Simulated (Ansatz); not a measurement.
PbCl4⁺. Total charge 1; doublet. Geometry PBE-D4/def2-SVP, that of the neutral singlet; atoms count from 1.

```xyz
5

Pb    0.000    0.000    0.000
Cl   -2.049   -0.764   -1.097
Cl   -0.012    2.443    0.139
Cl    1.942   -0.733   -1.296
Cl    0.120   -0.945    2.254
```

In the def2 sets Pb takes a core potential; there is no spin–orbit coupling.

(1) Estimate the Mulliken populations from the PBE0/def2-TZVP orbitals of Ansatz.

(2) Where does the spin sit?

(3) And the Mayer bond orders between heavy atoms (over 0.3)?

Results:

(1) 
| atom | charge (e) | spin (α − β) |
| --- | --- | --- |
| Pb1 | 1.08 | -0.05 |
| Cl2 | -0.02 | 0.26 |
| Cl3 | -0.02 | 0.26 |
| Cl4 | -0.02 | 0.26 |
| Cl5 | -0.02 | 0.26 |
Mulliken values depend strongly on the basis.

(2) Summed by element: Pb -0.05, Cl 1.05, of 1 unpaired in all. Largest on single atoms: Cl3 0.26, Cl4 0.26, Cl2 0.26.

(3) Pb1–Cl2 0.90 (2.45 Å); Pb1–Cl3 0.90 (2.45 Å); Pb1–Cl4 0.90 (2.45 Å); Pb1–Cl5 0.90 (2.45 Å).
